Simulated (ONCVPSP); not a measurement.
**Li (Z = 3) ONCV: all-electron and pseudo phase curves**

* Element: Li (Z = 3)
* Generator: ONCVPSP 4.0.1
* Type: optimised norm-conserving Vanderbilt (ONCV)
* Functional: LDA (Perdew-Zunger)
* Relativity: non-relativistic
* Frozen core: none
* Valence charge: 3
* Reference configuration: 1s2 2s1
* Partial waves: 1s+2s: rc 0.90 bohr, ncon 4, nbas 8, qcut 13.2 1/bohr, 2 projectors; p scattering state at 0.07 Ha: rc 0.90 bohr, ncon 4, nbas 7, qcut 7.4 1/bohr, 1 projector; d scattering state at 0.05 Ha: rc 0.85 bohr, ncon 3, nbas 8, qcut 10.3 1/bohr, 1 projector
* Local potential: polynomial inside 0.60 bohr (lpopt 5, dvloc0 3 Ha)
* Core correction: none

The phase is arctan(r·R′/R) of the radial function R(r), unwrapped; energies in Ha, scanned from -3 to 5 Ha. A pole is an energy at which the radial function vanishes at the test radius. The pseudo phase is shifted by a multiple of π to meet the all-electron one at the reference energy, and phase errors are pseudo minus all-electron; the curves can meet again beyond the range given. Levels narrower than the energy grid can be missing from the lists of poles.

```json
{"channel": "s", "radius (bohr)": "0.91", "reference energy (Ha)": "-0.11", "poles, all-electron": "-0.54", "poles, pseudo": "-0.54", "unbroken range about the reference energy with phases within 0.05 rad": "the whole range", "phase error 1 Ha above the reference energy (rad)": "+0.000"}
{"channel": "p", "radius (bohr)": "0.91", "reference energy (Ha)": "0.07", "poles, all-electron": "none", "poles, pseudo": "none", "unbroken range about the reference energy with phases within 0.05 rad": "the whole range", "phase error 1 Ha above the reference energy (rad)": "+0.000"}
{"channel": "d", "radius (bohr)": "0.86", "reference energy (Ha)": "0.05", "poles, all-electron": "none", "poles, pseudo": "none", "unbroken range about the reference energy with phases within 0.05 rad": "the whole range", "phase error 1 Ha above the reference energy (rad)": "-0.000"}
```

Phases in the p channel:

```csv
E (Ha),all-electron,pseudo
-2.98,0.925,0.925
-2.54,0.869,0.869
-2.10,0.802,0.802
-1.66,0.719,0.720
-1.22,0.618,0.618
-0.78,0.492,0.492
-0.34,0.338,0.338
0.10,0.152,0.152
0.54,-0.057,-0.057
0.98,-0.278,-0.277
1.42,-0.488,-0.488
1.86,-0.675,-0.674
2.30,-0.832,-0.831
2.74,-0.960,-0.958
3.18,-1.063,-1.062
3.62,-1.148,-1.146
4.06,-1.218,-1.216
4.50,-1.276,-1.274
4.94,-1.326,-1.323
```
